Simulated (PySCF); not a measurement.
Correlation energy of Cl (chlorine, neutral)

[Ne] 3s2 3p5, 2P determinant. Calculation: PySCF 2.14, in cc-pV(T+d)Z; the non-relativistic Hamiltonian (point nucleus). Frozen: [Ne]; 7 electrons correlated.

MP2 pair energies summed by pair of shells (mhartree):

| pair | energy | share (%) |
| --- | --- | --- |
| 3p-3p | -97.76 | 61.7 |
| 3s-3p | -51.46 | 32.5 |
| 3s-3s | -9.32 | 5.9 |

Total MP2 correlation energy: -158.54 mhartree.

Same-spin part -36.68 and opposite-spin part -121.86 mhartree; SCS-MP2 scales them by 1/3 and 6/5 to -158.46 mhartree.

| level | correlation energy (mhartree) |
| --- | --- |
| CCSD | -182.22 |
| (T) | -5.78 |
| CCSD(T) | -188.00 |

Diagnostics: T1 = 0.0073, D1 = 0.0240, largest double amplitude 0.053.

Task: Is a single reference adequate?

Result: Yes: T1 lies below 0.03 and no double amplitude reaches 0.07.
